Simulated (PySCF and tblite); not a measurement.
The numbers below are computed, except where a source is named.
C5H15ClSi3, numbered as in [CH3:1][Si@H:2]1[CH2:3][Si@@H:4]([CH3:5])[CH2:6][Si@H:7]([Cl:8])[CH2:9]1.

The ensemble was built from 60 distance-geometry starts (ETKDG and KDG, MMFF94s, GFN2-xTB) and rests on GFN2-xTB geometries. Weights use PBE0-D3(BJ)/pcSseg-1 energies plus GFN2-xTB zero-point and thermal terms (modes under about 100 cm⁻¹ blended into free rotors). Symmetry numbers and mirror images are counted. Conformers within 2.5 kcal/mol (GFN2-xTB free energy) were kept, 4 at most. GIAO shieldings: PBE0/pcSseg-1. Shifts are against TMS (¹H), TMS (¹³C), TMS (²⁹Si) at the same level; of two unlike H on one atom, a is the less shielded. Programs: PySCF with density fitting and tblite.

The 6-ring runs over atoms 2–3–4–6–7–9. Of a mirror pair one member is shown.

```tsv
conformer	shape	symmetry	E(GFN2) kcal/mol	E(DFT) kcal/mol
1	6-ring chair (C1, C5 axial)	Cs	0.00	0.00
2	6-ring chair (Cl8 axial)	Cs	0.44	0.78
3	6-ring twist-boat (ring torsions 60, -27, -29, 60, -29, -31°)	C1 (pair)	0.80	1.66
4	6-ring twist-boat (ring torsions -31, 61, -28, -33, 62, -26°)	C1 (pair)	1.45	2.33
```

(1) How much do the weights at 298.15 K and the averaged shift of H6b/H9b depend on how the conformers are weighted?

For its torsions the set is small; conformers may be missing.

## Answers

(1) 
```json
{"weighting": "DFT energy with thermal terms, symmetry and mirror images (full scheme)", "1 (%)": "72", "2 (%)": "18", "3 (%)": "6", "4 (%)": "3", "δ (ppm)": "0.15", "rms dipole (D)": "2.31"}
{"weighting": "DFT energy with symmetry and mirror images", "1 (%)": "70", "2 (%)": "19", "3 (%)": "9", "4 (%)": "3", "δ (ppm)": "0.13", "rms dipole (D)": "2.31"}
{"weighting": "bare DFT energy", "1 (%)": "74", "2 (%)": "20", "3 (%)": "5", "4 (%)": "1", "δ (ppm)": "0.15", "rms dipole (D)": "2.31"}
{"weighting": "GFN2-xTB energy with symmetry and mirror images", "1 (%)": "46", "2 (%)": "22", "3 (%)": "24", "4 (%)": "8", "δ (ppm)": "0.01", "rms dipole (D)": "2.38"}
{"weighting": "GFN2-xTB free energy", "1 (%)": "50", "2 (%)": "22", "3 (%)": "18", "4 (%)": "10", "δ (ppm)": "0.04", "rms dipole (D)": "2.38"}
{"weighting": "leading conformer alone", "1 (%)": "100", "2 (%)": "0", "3 (%)": "0", "4 (%)": "0", "δ (ppm)": "0.32", "rms dipole (D)": "2.16"}
{"weighting": "equal weights", "1 (%)": "25", "2 (%)": "25", "3 (%)": "25", "4 (%)": "25", "δ (ppm)": "-0.05", "rms dipole (D)": "2.45"}
{"weighting": "full scheme, search stopped after three starts", "1 (%)": "0", "2 (%)": "100", "3 (%)": "0", "4 (%)": "0", "δ (ppm)": "-0.38", "rms dipole (D)": "2.75"}
```

The largest departure from the full scheme, 0.53 ppm, comes with: full scheme, search stopped after three starts.


Conformer gaps in pcSseg-1 on xTB geometries can be 2 kcal/mol off for S=O, P=O and other polar bonds.